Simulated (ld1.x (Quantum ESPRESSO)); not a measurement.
**titanium: variants of one TM potential**

Base potential:

| Property | Result |
| --- | --- |
| Element | Ti (Z = 22) |
| Generator | ld1.x (Quantum ESPRESSO) 7.5 |
| Type | norm-conserving Troullier–Martins (Kleinman–Bylander form) |
| Functional | PBE |
| Relativity | scalar-relativistic |
| Frozen core | [Ne] |
| Valence charge | 12 |
| Reference configuration | 3s2 3p6 3d2 4s2 4p0 |
| Partial waves | 3s (bound): rc 1.55 bohr; 3p (bound): rc 1.05 bohr; 3d (bound): rc 1.50 bohr |
| Local potential | the d channel |
| Core correction | a·sin(br)/r model core inside 0.70 bohr |

Occupied shells without a wave of their own: 4s. They enter only through the test configuration that unscreens the potential, and ld1.x also counts them in the model core charge.

Cutoffs, loose and tight: the cutoffs (Ry, on a coarse ladder) from which the occupation-weighted sum of valence levels, in a spherical-Bessel basis at the reference potential, stays within 10 and 1 mRy of its value at 400 Ry. They do not see the model core or the augmentation charge, which bear on the density cutoff. Test errors are all-electron minus pseudo excitation energies from the reference, over the configurations 3s2 3p6 3d2 4s1 4p0; 3s2 3p6 3d2 4s0 4p0; 3s2 3p6 3d1 4s0 4p0; 3s2 3p6 3d2 4s0 4p1; 3s1 3p6 3d2 4s2 4p0; 3s2 3p6 3d2 4s0 4p2; 3s2 3p6 3d1 4s2 4p1. A dash means not determined; rows that change the core or the reference have their own tests.

With those shells counted twice in exchange and correlation these files are broken, and their errors move erratically; no question is asked of them.

```csv
change,outcome,"cutoff, loose","cutoff, tight",bound ghosts,largest test error (meV)
base,"generated, misses its reference levels by 0.39 eV",90 Ry,140 Ry,none,-3405
"all radii but the core radius scaled by about 0.76 (s 1.18, p 0.80, d 1.14 bohr)","generated, misses its reference levels by 0.27 eV",180 Ry,over 300 Ry,none,-2665
"all radii but the core radius scaled by about 0.86 (s 1.34, p 0.90, d 1.30 bohr)","generated, misses its reference levels by 0.28 eV",100 Ry,160 Ry,none,-2679
"all radii but the core radius scaled by about 0.96 (s 1.48, p 1.00, d 1.44 bohr)","generated, misses its reference levels by 0.34 eV",90 Ry,160 Ry,none,-3089
"all radii but the core radius scaled by about 1.09 (s 1.70, p 1.14, d 1.64 bohr)","generated, misses its reference levels by 0.53 eV",80 Ry,110 Ry,none,-4382
"all radii but the core radius scaled by about 1.20 (s 1.86, p 1.26, d 1.80 bohr)","generated, misses its reference levels by 0.63 eV",70 Ry,90 Ry,none,-5154
"all radii but the core radius scaled by about 1.28 (s 1.98, p 1.34, d 1.92 bohr)","generated, misses its reference levels by 0.78 eV",55 Ry,80 Ry,none,-6237
"all radii but the core radius scaled by about 1.37 (s 2.12, p 1.44, d 2.04 bohr)","generated, misses its reference levels by 0.92 eV",50 Ry,80 Ry,none,-7321
```

Reading the sweep of the scale of all radii but the core radius (base = 1) (base included, trends over the rows without a ghost): The loose cutoff falls from 180 Ry at 0.76 to 50 Ry at 1.37. A larger radius leaves more room for a smooth pseudo-wave, so fewer plane waves are needed; a smaller one forces it to follow the all-electron wave where it bends sharply. The median size of the test errors (rows with all tests solved) rises from 752.5 meV at 0.76 to 3039.9 meV at 1.37. More of the atom is replaced by a form fitted at one configuration, so other configurations suffer as the radius grows.
